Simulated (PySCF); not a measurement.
# Cl: excitation energy

Cl [Ne] 3s2 3p5 (2P) → Cl [Ne] 3s1 3p6 (2S), as a difference of total energies. Calculation: PySCF 2.14, in ANO-RCC-VTZP (5s4p2d1f, 34 functions); scalar relativity by spin-free X2C-1e. Correlated levels: valence and next inner shell: 1s2 frozen. The calculations carry no spin-orbit coupling.

```csv
method,excitation energy (eV)
UHF,15.581
MP2 (valence and next inner shell),13.131
SCS-MP2 (valence and next inner shell),12.888
CCSD (valence and next inner shell),11.911
CCSD(T) (valence and next inner shell),11.110
```

Errors of the correlated levels include the incompleteness of this basis and the frozen core.

The coupled-cluster amplitudes are large for the upper state (T1 above 0.03 or a double amplitude above 0.15), so a single reference is strained.

Question: Which method comes closest to the reference value, and which is furthest?

Answer: The reference is 10.586 eV (measured; NIST levels, between the centres of gravity of the two terms). Closest: CCSD(T) (valence and next inner shell) (error 0.524 eV); furthest: UHF (error 4.995 eV).
